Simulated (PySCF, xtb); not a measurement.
C4H7NSi, SMILES N#C/C=C\C[SiH3]. One conformer was computed; it need not be the lowest.

Harmonic wavenumbers (cm⁻¹) from GFN2-xTB run with xtb at its own minimum, in rising order: 42, 109, 158, 159, 306, 377, 511, 511, 547, 630, 697, 763, 780, 784, 787, 825, 915, 968, 1055, 1126, 1178, 1230, 1346, 1457, 1642, 2260, 2287, 2303, 2362, 2988, 2995, 3052, 3065.

What does PBE-D3(BJ)/def2-SVP (PySCF) give at its own minimum? (Estimate from the structure and the level; the computed values follow.)

42, 119, 151, 164, 318, 375, 502, 538, 569, 646, 689, 760, 841, 879, 908, 912, 924, 953, 1019, 1112, 1122, 1209, 1345, 1387, 1630, 2164, 2176, 2191, 2259, 2984, 3052, 3097, 3122. Paired by order, the mean absolute difference is 39 cm⁻¹ and the zero-point energies are 57.5 and 57.4 kcal/mol.
